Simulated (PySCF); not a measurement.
# Correlation energy of Be²⁺ (beryllium, charge +2)

1s2, closed-shell 1S. All numbers are calculated (PySCF 2.14, the spin-free X2C one-electron Hamiltonian (Gaussian nucleus), in an even-tempered Gaussian basis (17 s from 0.49 bohr⁻², ratio 2.2; 7 p from 0.82 bohr⁻², ratio 2.4; 4 d from 2.5 bohr⁻², ratio 2.4; 3 f from 3.7 bohr⁻², ratio 2.4; 3 g from 5.5 bohr⁻², ratio 2.4)). Frozen: nothing; 2 electrons correlated; the 13 highest virtual orbitals of each spin left out.

With two correlated electrons CCSD is exact within the correlated space (frozen core and kept virtual orbitals).

| level | correlation energy (mhartree) |
| --- | --- |
| CCSD | -43.80 |

Diagnostics: T1 = 0.00020, D1 = 0.0003, largest double amplitude 0.011.

**Question.** Is a single reference adequate?

**Answer.** Yes: T1 lies below 0.03 and no double amplitude reaches 0.07.
